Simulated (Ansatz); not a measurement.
Input file for Ansatz (a program for electronic structure): R-BHLYP/def2-TZVPP on C6H6 (SMILES C#CCCC#C).

Ansatz 0.2 input:
```yaml
crystal:
  periodic: [false, false, false]
  atoms:
    - {symbol: C, position_ang: [-2.29737542, 1.03290008, -0.34495008]}
    - {symbol: C, position_ang: [-1.54423601, 0.12901893, -0.11240828]}
    - {symbol: C, position_ang: [-0.61849493, -0.95270254, 0.18872791]}
    - {symbol: C, position_ang: [0.72938571, -0.45992587, 0.76303757]}
    - {symbol: C, position_ang: [1.50915736, 0.31749913, -0.18846927]}
    - {symbol: C, position_ang: [2.14188212, 0.94730292, -0.98928263]}
    - {symbol: H, position_ang: [-2.96257160, 1.83284662, -0.55808158]}
    - {symbol: H, position_ang: [-1.07676421, -1.62857355, 0.91571305]}
    - {symbol: H, position_ang: [-0.43029253, -1.53667115, -0.71545253]}
    - {symbol: H, position_ang: [1.30914291, -1.33147437, 1.07863902]}
    - {symbol: H, position_ang: [0.54006848, 0.13837372, 1.65756481]}
    - {symbol: H, position_ang: [2.69999812, 1.51130607, -1.69513798]}
basis:
  gaussian:
    orbitals: def2-TZVPP
hamiltonian:
  xc: {name: BHLYP}
scf: {lower_state_search: off}
```

It printed:

```
WARN ansatz: RAYON_NUM_THREADS=4 ignored (pool sized by the plan → 4); use --threads N
Functional definition: BHLYP
these checks for a lower state are left out or cut short: stability, starts, cluster_reference, orbital_swaps, neighbouring_geometries, increment
integrals: 0.20 GiB planned
1680 factors; their error is unknown
mean field: 1.95 GiB planned
mean field evaluation 1: about -6307.5851 eV, gradient 5.3e1 eV
mean field evaluation 2: about -6310.6861 eV, gradient 3.8e1 eV
mean field evaluation 4: about -6314.2394 eV, gradient 4.1e0 eV
mean field evaluation 8: about -6314.3091 eV, gradient 6.7e-2 eV
mean field evaluation 16: about -6314.3091 eV, gradient 2.0e-5 eV
mean field -6314.30906755 eV, -232.0465782400 hartree, gradient 3.9e-6 eV, S^2 0.000000; 0 other end points of the search recorded, 0 dependent functions left out
reference -6314.30926658 eV, -232.0465855542 hartree; 21, 21 occupied and 249, 249 virtual orbitals, 1680 factors
Total energy: -6314.30926658 eV, -232.0465855542 hartree
Checks for a lower state left out: stability, starts, cluster_reference, orbital_swaps, neighbouring_geometries, increment
```

The run converged.

Cost: very roughly 7 core-seconds.
